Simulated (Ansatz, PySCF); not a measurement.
The pair A = CH4 (SMILES C) (first 5 atoms), B = H4OSi (SMILES O[SiH3]); geometry from B3LYP-D3(BJ)/def2-TZVP.
(charge 0, multiplicity 1):
```xyz
11

C      0.021    -0.159     0.047
H     -0.125     0.649     0.762
H     -0.368    -1.088     0.464
H     -0.507     0.071    -0.877
H      1.084    -0.274    -0.161
O     -0.017     1.297     3.404
Si    -0.103    -0.284     3.883
H      0.756     1.809     3.651
H      1.016    -1.086     3.329
H     -1.389    -0.792     3.369
H     -0.066    -0.403     5.362
```

Correlated levels freeze the cores. CBS: X⁻³ extrapolation of the correlation energy, Hartree–Fock from the larger set. MP2 and its Hartree–Fock in aug-cc-pV(T+d)Z are density fitted.

The values were computed with Ansatz (an electronic-structure program) with Gaussian orbitals; PySCF for the dispersion terms. Each number belongs to the level named beside it.

The monomers are drawn apart, rigid, along the line of their centres of mass. Counterpoise-corrected interaction energies (kcal/mol):

```
level                                                                 R = 5.007 Å  R = 6.309 Å
--------------------------------------------------------------------  -----------  -----------
PBE-D3(BJ)/def2-TZVPPD                                                    -0.3936      -0.0808
wB97M-V/def2-TZVPPD                                                       -0.2850      -0.0673
MP2/CBS(aug-cc-pV(D+d)Z, aug-cc-pV(T+d)Z) + ΔCCSD(T)/aug-cc-pV(D+d)Z      -0.2807      -0.0649
```

Problem. R is the distance of the centres of mass. Find the local exponent m of E ∝ R⁻ᵐ between the two points.

Solution. 
m = ln(E₁/E₂)/ln(R₂/R₁): PBE-D3(BJ)/def2-TZVPPD 6.8; wB97M-V/def2-TZVPPD 6.2; MP2/CBS(aug-cc-pV(D+d)Z, aug-cc-pV(T+d)Z) + ΔCCSD(T)/aug-cc-pV(D+d)Z 6.3. For scale, two fixed dipoles give m = 3, dipole and quadrupole 4, quadrupoles 5, and dispersion or dipole-induced dipole 6 at long range; at these distances several terms mix, and what is left of overlap and damping shifts m, so it need not match one of them.
